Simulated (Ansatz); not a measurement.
Calculated with Ansatz (gas phase, PBE0-D4/def2-TZVP geometries, no zero-point term in ΔE). CCSD(T)/CBS adds triple-zeta CCSD(T) − MP2 to the extrapolated MP2 energy (def2 sets, frozen cores). DFT in def2-TZVPP. B3LYP here is the variant with VWN-RPA as its local correlation; programs differ in this. One conformer a species, not always the lowest.

Consider the ligand exchange at the Si–N bond: `C[Si@H](O)N[Si@@H](O)F` + `C[SiH](O)O` → `C[Si@H](O)O[Si@@H](O)F` + `C[SiH](N)O`.

```
             level  ΔE (kJ/mol)  difference from CCSD(T)/CBS
            PBE-D4        -47.3                          5.9
         r2SCAN-D4        -52.8                          0.4
            B2PLYP        -54.4                         -1.2
               PBE        -47.6                          5.6
            r2SCAN        -52.8                          0.4
             B3LYP        -55.0                         -1.8
CCSD(T)/def2-TZVPP        -52.1                          1.1
    MP2/def2-QZVPP        -52.3                          0.9
      HF/CBS(def2)        -63.5                        -10.3
    CCSD/CBS(def2)        -54.6                         -1.4
       CCSD(T)/CBS        -53.2                            0
```

Largest T1 diagnostic among the species: 0.012.

In def2-TZVPP, CCSD(T) changes the Hartree–Fock value by +9.8 kJ/mol (the triples alone add +1.3 kJ/mol) and MP2 by +10.7 kJ/mol.
